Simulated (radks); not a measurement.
The potassium ion K+ inside a hard spherical wall (all orbitals vanish at R), configuration held at [Ar] and not refilled when levels cross. All-electron calculation, non-relativistic Kohn-Sham, LDA (Slater exchange, Perdew-Wang correlation), spin-polarised, spherical densities, point nucleus. Program: a radial shooting solver on a logarithmic mesh with Libxc functionals. Eigenvalues in eV for spin up, with the zero of energy where the potential of the charges vanishes at infinity; a dash marks a level that is unbound or too diffuse for the functional's potential to be trusted. A positive occupied level is held by the wall or, in an anion where self-interaction has pushed it up, behind a barrier. The pressure on the wall is -dE/dV.

R (bohr)  E (hartree)  kinetic (hartree)    e(2s)    e(2p)    e(3s)    e(3p)  e(4s, empty)  e(3d, empty)  pressure (GPa)
free       -598.03273            597.020  -355.56  -286.03  -41.031  -24.985        -6.090        -3.940               0
15         -598.03273            597.020  -355.56  -286.03  -41.031  -24.985        -6.089        -3.939        < 0.0001
12         -598.03273            597.020  -355.56  -286.03  -41.031  -24.985        -6.086        -3.936        < 0.0001
8          -598.03273            597.020  -355.56  -286.03  -41.031  -24.985        -5.884        -3.844        0.000154
7          -598.03271            597.020  -355.56  -286.03  -41.030  -24.984        -5.562        -3.734         0.00250
6          -598.03248            597.023  -355.54  -286.01  -41.018  -24.972        -4.731        -3.485          0.0409
4          -597.99945            597.304  -354.49  -284.94  -40.286  -24.181         4.266        -1.067            11.7
3          -597.66525            599.305  -348.82  -279.17  -36.383  -19.780        28.256         5.733             231
2.5        -596.78780            603.436  -339.54  -269.67  -29.450  -11.924        61.985        15.573            1150
